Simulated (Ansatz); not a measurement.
Relaxation of CH7BOSSn (12 atoms, charge 0, multiplicity 1), to a largest force component of 0.02 eV/Å in at most 50 steps.

These are results of Ansatz 0.2.0, RHF/def2-SVP, not measurements.

```xyz
12
Properties=species:S:1:pos:R:3
B -1.830 1.073 0.506
Sn -0.726 -0.355 -0.699
S 0.558 0.812 -2.373
O 0.546 -1.400 0.494
C 1.413 -0.536 1.030
H -2.590 0.762 1.360
H -1.745 2.275 0.274
H -1.797 -1.419 -1.510
H 1.210 -0.366 -2.736
H 2.082 -1.097 1.748
H 1.008 -2.265 0.629
H 0.928 0.268 1.667
```

Q: Where does it end, and by what steps?

A: The run converged. The force dipped under the threshold on the way, but the program's further checks kept it going. After 22 steps the energy has fallen by 4.641 eV; H10 moved furthest, 1.45 Å. Parted: Sn2–O4. Joined: Sn2–C5.

| step | energy less start (eV) | largest force component (eV/Å) | accepted |
| --- | --- | --- | --- |
| 0 | 0.0000 | 7.086 | yes |
| 1 | -1.1590 | 3.214 | yes |
| 2 | -1.6660 | 1.445 | yes |
| 3 | -2.0586 | 0.949 | yes |
| 4 | -2.4703 | 1.852 | yes |
| 5 | -3.0296 | 3.092 | yes |
| 6 | -3.6992 | 2.651 | yes |
| 7 | -4.2220 | 1.575 | yes |
| 8 | -4.4558 | 0.614 | yes |
| 9 | -4.5160 | 0.538 | yes |
| 10 | -4.5683 | 0.387 | yes |
| 11 | -4.6057 | 0.368 | yes |
| 12 | -4.6168 | 0.230 | yes |
| 13 | -4.6124 | 0.415 | no |
| 14 | -4.6294 | 0.079 | yes |
| 15 | -4.6335 | 0.119 | yes |
| 16 | -4.6340 | 0.329 | yes |
| 17 | -4.6377 | 0.097 | yes |
| 18 | -4.6394 | 0.080 | yes |
| 19 | -4.6401 | 0.016 | yes |
| 20 | -4.6404 | 0.073 | yes |
| 21 | -4.6404 | 0.034 | yes |
| 22 | -4.6407 | 0.011 | yes |

```xyz
12
Properties=species:S:1:pos:R:3
B -1.997 1.258 0.417
Sn -0.444 -0.100 -0.548
S 0.672 1.186 -2.313
O 0.538 -1.822 1.697
C 1.073 -0.842 0.850
H -2.784 0.807 1.198
H -2.038 2.428 0.168
H -1.150 -1.488 -1.278
H 1.397 0.179 -2.810
H 1.952 -1.202 0.306
H 0.427 -2.633 1.227
H 1.410 -0.017 1.475
```

Whether the end is a true minimum wasn't checked by a vibrational analysis.

Run time: 42 s on 2 threads of Intel(R) Xeon(R) 6975P-C (Granite Rapids) (shared host), peak memory 0.34 GiB.
